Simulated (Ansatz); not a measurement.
Single points on (CuH)3 ring (Cu3H3).

```yaml
crystal:
  periodic: [false, false, false]
  atoms:
    - {symbol: Cu, position_ang: [0.586889, 1.188714, 0.198875]}
    - {symbol: H, position_ang: [-1.057657, 1.554293, 0.205186]}
    - {symbol: Cu, position_ang: [-1.336642, -0.086974, -0.053628]}
    - {symbol: H, position_ang: [-0.828002, -1.676952, -0.280753]}
    - {symbol: Cu, position_ang: [0.749731, -1.101740, -0.145239]}
    - {symbol: H, position_ang: [1.885680, 0.122668, 0.075558]}
basis:
  gaussian: {orbitals: def2-TZVPD, initial_orbitals: start.molden}
hamiltonian: {xc: pbe, dispersion: d4}
scf: {omitted_lower_state_checks: [starts]}
output: {orbitals: {seedname: orbitals}}
```

The file start.molden holds the orbitals of an earlier run on this structure, at another level or in another basis.

```sh
$ ansatz run in.yaml --threads 4 --pin off --events-out ev --progress --plain --max-ram 3916MiB
```

Shortened log:

```
Functional definition: PBE
1560 factors; their error is unknown
mean field evaluation 1: about -133952.8906 eV, gradient 1.7e1 eV
mean field evaluation 2: about -133953.2632 eV, gradient 5.9e-1 eV
mean field evaluation 4: about -133953.2209 eV, gradient 5.2e-2 eV
mean field -133953.22090977 eV, -4922.6900716800 hartree, gradient 8.8e-6 eV, S^2 0.000000; 0 other end points of the search recorded, 0 dependent functions left out
reference -133953.22095785 eV, -4922.6900734466 hartree; 45, 45 occupied and 126, 126 virtual orbitals, 1560 factors
Total energy: -133953.38125139 eV, -4922.6959641255 hartree
Checks for a lower state left out: starts
```

Run time 4.2 s (4 threads of Intel Xeon on a shared host).

First input, but with `gaussian: {orbitals: def2-TZVP, initial_orbitals: start.molden}`, `hamiltonian: {xc: {name: BLYP}, dispersion: d4}` (abridged; 3.9 s):

```
Functional definition: BLYP
mean field -133980.72964540 eV, -4923.7009990681 hartree, gradient 1.1e-5 eV, S^2 0.000000
Total energy: -133981.07509088 eV, -4923.7136939554 hartree
Checks for a lower state left out: starts
```

As the first input, with `gaussian: {orbitals: def2-TZVP, initial_orbitals: start.molden}`, `hamiltonian: {xc: {name: revPBE}, dispersion: d4}` (abridged; 3.5 s):

```
Functional definition: revPBE
mean field -133964.91508029 eV, -4923.1198245197 hartree, gradient 1.6e-5 eV, S^2 0.000000
Total energy: -133965.31598421 eV, -4923.1345574672 hartree
Checks for a lower state left out: starts
```

As the first input, with `gaussian: {orbitals: def2-TZVP, initial_orbitals: start.molden}`, `hamiltonian: {xc: {name: LC-wPBE}}` (abridged; 4.8 s):

```
Functional definition: LC-wPBE
mean field -133956.01832827 eV, -4922.7928749135 hartree, gradient 1.0e-5 eV, S^2 0.000000
Total energy: -133956.01832828 eV, -4922.7928749137 hartree
Checks for a lower state left out: starts
```

The first input with `gaussian: {orbitals: def2-TZVP, initial_orbitals: start.molden}`, `hamiltonian: {xc: r2scan, dispersion: d4}`, `output: {forces: true, orbitals: {seedname: orbitals}}` (abridged; 9 s):

```
Functional definition: r2SCAN
mean field -133972.06062083 eV, -4923.3824182914 hartree, gradient 5.4e-5 eV, S^2 0.000000
Total energy: -133972.09244773 eV, -4923.3835879084 hartree
Atom 0 force     0.067554     0.136258     0.022952 eV/Å
Atom 1 force     0.099561    -0.146654    -0.019523 eV/Å
Atom 2 force    -0.153244    -0.009798    -0.006056 eV/Å
Atom 3 force     0.078103     0.158027     0.026581 eV/Å
Atom 4 force     0.085880    -0.126370    -0.016908 eV/Å
Atom 5 force    -0.177854    -0.011463    -0.007046 eV/Å
Dipole moment:    -0.000016     0.000001     0.000002 e Å
Checks for a lower state left out: starts
```

As the first input, with `hamiltonian: {xc: pbe0, dispersion: d4}` (abridged; 8.1 s):

```
Functional definition: PBE0
mean field -133952.75162238 eV, -4922.6728256863 hartree, gradient 1.9e-5 eV, S^2 0.000000
Total energy: -133952.88616511 eV, -4922.6777700404 hartree
Checks for a lower state left out: starts
```

As the first input, with `gaussian: {orbitals: def2-SVP, initial_orbitals: start.molden}` (abridged; 2.9 s):

```
Functional definition: PBE
mean field -133932.53530239 eV, -4921.9298896299 hartree, gradient 1.6e-5 eV, S^2 0.000000
Total energy: -133932.69564740 eV, -4921.9357822002 hartree
Checks for a lower state left out: starts
```

Geometry: PBE-D4/def2-SVP.

LC-ωPBE has ω = 0.4 bohr⁻¹.
